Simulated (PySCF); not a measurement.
How methods differ on the ionisation energy of Se+

Se+ [Ar] 3d10 4s2 4p3 [4p1/2^2 4p3/2^1, M_J = 3/2] → Se(2+) [Ar] 3d10 4s2 4p2 [4p1/2^2, M_J = 0], as a difference of total energies. All numbers are calculated (PySCF 2.14, the two-component X2C-1e Hamiltonian, in x2c-TZVPall-2c (6s7p4d1f, 54 functions)). Correlated levels: [Ne] frozen. "Screened" scales the spin-orbit matrix elements by Boettger's factors to mimic the two-electron term; Breit and QED terms are absent.

```csv
method,ionisation energy (eV)
GHF (spin-free),20.933
GMP2 (spin-free),21.456
GHF (screened spin-orbit),20.749
GMP2 (screened spin-orbit),21.274
```

Task: How much does correlation contribute at GMP2 (screened spin-orbit)?

Result: 21.274 − (20.749) = 0.525 eV, measured against GHF (screened spin-orbit).

The spin-free rows relax to the high-spin LS determinant and lack the spin-orbit shift.

Errors of the correlated levels include the incompleteness of this basis and the frozen core.

The labels give the starting determinants; with spin-orbit coupling the two ends relaxed to ⟨J²⟩ = 3.75, ⟨L²⟩ = 0.01, ⟨S²⟩ = 3.74 and ⟨J²⟩ = 1.53, ⟨L²⟩ = 2.00, ⟨S²⟩ = 1.97.

The determinant of Se(2+) mixes levels of different J (the jj label is only the starting occupation), so the difference between spin-free and spin-orbit rows is not the physical spin-orbit shift.

For comparison: 21.196 ± 0.01 eV (measured; NIST Atomic Spectra Database, ionization energies).
